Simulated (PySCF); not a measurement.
Electron correlation in F³⁺ (fluorine, charge +3)

[He] 2s2 2p2, high-spin 3P determinant. All numbers are calculated (PySCF 2.14, the spin-free X2C one-electron Hamiltonian (Gaussian nucleus), in aug-cc-pCVTZ-DK with one added diffuse shell each of s, p, d, f type (8s7p5d3f, 75 functions)). Frozen: nothing; 6 electrons correlated.

```tsv
level	correlation energy (mhartree)
CCSD	-156.74
(T)	-1.47
CCSD(T)	-158.21
```

Diagnostics: T1 = 0.0032, D1 = 0.0079, largest double amplitude 0.120.

Cost of the coupled-cluster step: roughly 11 core-seconds, for 6 correlated electrons.

Iterations:

```
CC2 = 0
CCSD nocc = (np.int64(4), np.int64(2)), nmo = (75, 75)
frozen orbitals [[], []]
max_cycle = 100
direct = 0
conv_tol = 1e-08
conv_tol_normt = 1e-06
diis_space = 8
diis_start_cycle = 0
Init t2, MP2 energy = -0.134057327633578
Init E_corr(UCCSD) = -0.13405732763359
cycle = 1  E_corr(UCCSD) = -0.149388570482539  dE = -0.0153312428  norm(t1,t2) = 0.0329127
cycle = 2  E_corr(UCCSD) = -0.153606542527385  dE = -0.00421797204  norm(t1,t2) = 0.0148168
cycle = 3  E_corr(UCCSD) = -0.156804847204857  dE = -0.00319830468  norm(t1,t2) = 0.00724325
cycle = 4  E_corr(UCCSD) = -0.156726405299619  dE = 7.84419052e-05  norm(t1,t2) = 0.000577408
cycle = 5  E_corr(UCCSD) = -0.156737826815041  dE = -1.14215154e-05  norm(t1,t2) = 5.65962e-05
cycle = 6  E_corr(UCCSD) = -0.156735555925886  dE = 2.27088916e-06  norm(t1,t2) = 8.26101e-06
cycle = 7  E_corr(UCCSD) = -0.156736188294572  dE = -6.32368686e-07  norm(t1,t2) = 1.52313e-06
cycle = 8  E_corr(UCCSD) = -0.156736088803469  dE = 9.94911033e-08  norm(t1,t2) = 2.66964e-07
cycle = 9  E_corr(UCCSD) = -0.156736087903933  dE = 8.99535973e-10  norm(t1,t2) = 2.58941e-08
UCCSD converged
E(UCCSD) = -95.56226920102706  E_corr = -0.1567360879039326
UCCSD(T) correction = -0.00147101652360055
```
